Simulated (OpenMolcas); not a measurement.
Pr4+: ligand-field states by method

Pr4+ with 6 ligands (oxide) in trigonal prismatic coordination (D3h) at 2.23 Å, a polar angle of 50.6° against the regular 49.1°. A charge of +1.33 e stands 2.8 Å behind each ligand. Ligand basis ANO-RCC-VDZP.

```yaml
Program: OpenMolcas 26.06
Basis: ANO-RCC-VDZP [7s6p4d2f1g]
Scalar_Hamiltonian: DKH2, point nucleus
Active_space: 1 electron in 7 orbitals (4f)
State_averaging: 2S+1 = 2 odd, 7 roots
Spin-orbit_coupling: RASSI with atomic mean-field integrals over the reference wave functions
```

I. CASSCF
II. SS-CASPT2, IPEA 0.25 Eh, imaginary shift 0.1 Eh (closed shells correlated: 5s 5p and the ligand valence shells)

Spin-free states (labels of D3, the rotations of D3h) in cm-1, each column counted from its own energy of the first state listed:

| State | Degeneracy | I | II |
| --- | --- | --- | --- |
| 2A1 | 1 | 0 | 0 |
| 2A2 | 1 | 107 | 280 |
| 2A2 | 1 | 886 | 1010 |
| 2E | 2 | 1142 | 1170 |
| 2E | 2 | 1580 | 1820 |

With spin-orbit coupling the lowest J multiplet is 1236 (I), 1308 (II) cm-1 wide, a factor of 1.06 from I to II.

χT at 300 K: I 0.62, II 0.61 cm3 K/mol.

Roots that are degenerate in the reference are averaged as groups; the widest CASPT2 spread within a group is 79 cm-1 (the 2-fold group of multiplicity 2 near 1820 cm-1 above the lowest state of its run, II). Shifts and gaps below about the spread of the groups concerned are not significant. Over all roots computed the reference weight is 0.62 to 0.63 in II; a low but even weight reflects the number of correlated electrons. The oxide ions are held by bare point charges, a crude embedding. Splittings of an f shell from a small cluster at a set distance can be off by tens of per cent, mostly too small (holds for II). No measured value stands beside these numbers; the geometry was imposed, not optimised, and the real ion may take another.
